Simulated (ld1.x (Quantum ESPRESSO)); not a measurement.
**Which change was made? (In, TM)**

```
Element                 : In
Generator               : ld1.x (Quantum ESPRESSO) 7.5
Type                    : norm-conserving Troullier–Martins (Kleinman–Bylander form)
Functional              : LDA (PZ)
Relativity              : fully relativistic
Frozen core             : [Kr]
Valence charge          : 13
Reference configuration : 4d10 5s2 5p1
Partial waves           : 5p (bound): rc 2.80 bohr; 4d (bound): rc 1.85 bohr; 5s (bound): rc 2.20 bohr
Local potential         : the s channel
Core correction         : a·sin(br)/r model core, default radius (core density twice the valence density)
```

Open shells are filled in proportion to 2j + 1 (rel_dist='average').

Cutoffs, loose and tight: the cutoffs (Ry, on a coarse ladder) from which the occupation-weighted sum of valence levels, in a spherical-Bessel basis at the reference potential, stays within 10 and 1 mRy of its value at 400 Ry. They do not see the model core or the augmentation charge, which bear on the density cutoff. Test errors are all-electron minus pseudo excitation energies from the reference, over the configurations 4d10 5s2 5p0; 4d10 5s1 5p0; 4d10 5s0 5p0; 4d10 5s0 5p3; 4d9 5s2 5p2; 4d10 5s2 5p0.5; 4d10 5s2 5p1.3; variants that change the core or the reference have their own tests. The largest error is taken over the tests solved by every variant that gives reliable tests at all, those not shown here included: 4d10 5s0 5p0; 4d10 5s1 5p0; 4d10 5s2 5p0; 4d10 5s2 5p0.5; 4d10 5s2 5p1.3; 4d9 5s2 5p2.

The base gives: outcome: generated; cutoff, loose: 70 Ry; cutoff, tight: 110 Ry; bound ghosts: none; largest test error (meV): -251.

Q: After one change the result is: outcome: generated; cutoff, loose: 45 Ry; cutoff, tight: 80 Ry; bound ghosts: none; largest test error (meV): -60. Which change was it?
A. wave 4d (bound): rc 1.85 bohr becomes 4d (bound): rc 1.36 bohr
B. wave 4d (bound): rc 1.85 bohr becomes 4d (bound): rc 2.04 bohr
C. wave 4d (bound): rc 1.85 bohr becomes 4d (bound): rc 2.62 bohr

A: C. The others give: wave 4d (bound): rc 1.85 bohr becomes 4d (bound): rc 1.36 bohr → outcome: generated; cutoff, loose: 90 Ry; cutoff, tight: 140 Ry; bound ghosts: none; largest test error (meV): -285 | wave 4d (bound): rc 1.85 bohr becomes 4d (bound): rc 2.04 bohr → outcome: generated; cutoff, loose: 60 Ry; cutoff, tight: 100 Ry; bound ghosts: none; largest test error (meV): -215.
